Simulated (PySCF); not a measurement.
**Correlation energy of Ag³⁺ (silver, charge +3)**

[Kr] 4d8, high-spin 3F determinant. Calculation: PySCF 2.14, in ANO-RCC-VTZP (7s6p4d2f1g, 68 functions); scalar relativity by spin-free X2C-1e. Frozen: [Kr]; 8 electrons correlated.

| level | correlation energy (mhartree) |
| --- | --- |
| CCSD | -171.61 |
| (T) | -3.09 |
| CCSD(T) | -174.70 |

Diagnostics: T1 = 0.0027, D1 = 0.0039, largest double amplitude 0.014.

Cost of the coupled-cluster step: roughly 4 core-seconds, for 8 correlated electrons.

Iterations:

```
CC2 = 0
CCSD nocc = (np.int64(5), np.int64(3)), nmo = (50, 50)
frozen orbitals [[0, 1, 2, 3, 4, 5, 6, 7, 8, 9, 10, 11, 12, 13, 14, 15, 16, 17], [0, 1, 2, 3, 4, 5, 6, 7, 8, 9, 10, 11, 12, 13, 14, 15, 16, 17]]
max_cycle = 100
direct = 0
conv_tol = 1e-08
conv_tol_normt = 1e-06
diis_space = 8
diis_start_cycle = 0
Init t2, MP2 energy = -0.170048978500546
Init E_corr(UCCSD) = -0.170048978501966
cycle = 1  E_corr(UCCSD) = -0.170978234540342  dE = -0.000929256038  norm(t1,t2) = 0.0134378
cycle = 2  E_corr(UCCSD) = -0.171474405356665  dE = -0.000496170816  norm(t1,t2) = 0.00355817
cycle = 3  E_corr(UCCSD) = -0.171609235698991  dE = -0.000134830342  norm(t1,t2) = 0.00163529
cycle = 4  E_corr(UCCSD) = -0.171618202128945  dE = -8.96642995e-06  norm(t1,t2) = 0.000434035
cycle = 5  E_corr(UCCSD) = -0.171612888318917  dE = 5.31381003e-06  norm(t1,t2) = 0.000146423
cycle = 6  E_corr(UCCSD) = -0.17161371117822  dE = -8.22859303e-07  norm(t1,t2) = 3.57071e-05
cycle = 7  E_corr(UCCSD) = -0.171613652211784  dE = 5.89664362e-08  norm(t1,t2) = 4.92198e-06
cycle = 8  E_corr(UCCSD) = -0.171613601147356  dE = 5.1064428e-08  norm(t1,t2) = 9.72858e-07
cycle = 9  E_corr(UCCSD) = -0.171613613710282  dE = -1.25629261e-08  norm(t1,t2) = 1.56689e-07
cycle = 10  E_corr(UCCSD) = -0.171613613860575  dE = -1.50292834e-10  norm(t1,t2) = 2.21609e-08
UCCSD converged
E(UCCSD) = -5310.642956225508  E_corr = -0.1716136138605746
UCCSD(T) correction = -0.00308942322874699
```
